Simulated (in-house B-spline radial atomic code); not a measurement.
A calculation on the niobium ion Nb³⁺: its settings, and results tabulated from the run. All numbers are computed (scalar-relativistic (X2C) B97-1, spin-polarised, spherical fractional occupations; Fermi nucleus of rms radius 4.324 fm) with an all-electron radial atomic-structure program (B-spline basis), not measured.

Command:
```bash
python run_scf.py task.json out
```
Settings (nuclear radius in fm, mass in u):
```
Z                41
configuration    [Kr] 4d2
hamiltonian      x2c
method           b97_1
spin_polarised   True
nucleus          fermi
rms_radius       4.324
atomic_mass      92.90637
speed_of_light   137.035999084
```

Output (hartree, bohr):
```
 radial grid: 69 intervals, B-splines of order 8, outer radius 28.1081 bohr

 iter        energy (Eh)    residual
    1       -3812.688963    4.22e-01
    2       -3815.880979    2.26e-01
    3       -3817.364770    5.53e-02
    4       -3817.433479    1.61e-02
    5       -3817.437560    6.20e-03
    6       -3817.438496    1.53e-03
    7       -3817.438521    8.45e-05
    8       -3817.438521    2.58e-05
    9       -3817.438521    1.19e-06
   10       -3817.438521    3.07e-08

 total energy                     -3817.43852
 kinetic                            3951.3168
 electron-nucleus                  -9176.2591
 Hartree                            1526.2608
 exact exchange                      -24.5009
 exchange-correlation                -94.2561

 orbital      occ     eigenvalue          <r>       <r^2>       <1/r>       r_max
 1s up      1.000      -693.6671    0.0356081  0.00172149     43.7317     0.02292
 1s down    1.000      -693.6673     0.035608  0.00172149     43.7317     0.02292
 2s up      1.000       -98.6424     0.157609   0.0293485     9.77047      0.1331
 2s down    1.000       -98.6325     0.157602   0.0293458     9.77104      0.1331
 2p up      3.000       -88.1722     0.137568   0.0231459      9.2958      0.1063
 2p down    3.000       -88.1641     0.137559   0.0231426     9.29634      0.1063
 3s up      1.000       -17.6700     0.442519    0.224534     3.30381      0.3956
 3s down    1.000       -17.6648       0.4425    0.224489     3.30347      0.3957
 3p up      3.000       -14.2277     0.445158    0.230837      3.1034      0.3894
 3p down    3.000       -14.2215     0.445109    0.230743     3.10315      0.3895
 3d up      5.000        -8.5993     0.432418    0.225391     2.85715      0.3343
 3d down    5.000        -8.5879     0.432412     0.22531     2.85665      0.3344
 4s up      1.000        -3.4159      1.15027     1.49598     1.18429       1.031
 4s down    1.000        -3.3587      1.14667     1.48768     1.18976       1.028
 4p up      3.000        -2.4854      1.27383     1.84959     1.04821       1.118
 4p down    3.000        -2.4190      1.27235     1.84826     1.05161       1.114
 4d up      2.000        -1.1343      1.71169     3.43017     0.76316       1.404
```


Caution: exact exchange at fractional occupations of open shells leaves self-interaction of up to several eV.

One-electron X2C: radii and densities carry no picture-change correction, so inner-shell <1/r> comes out high (for 1s by about 2 % at Z = 33, 5 % at 54, 10 % at 75, 30 % at 118) and <r> low.
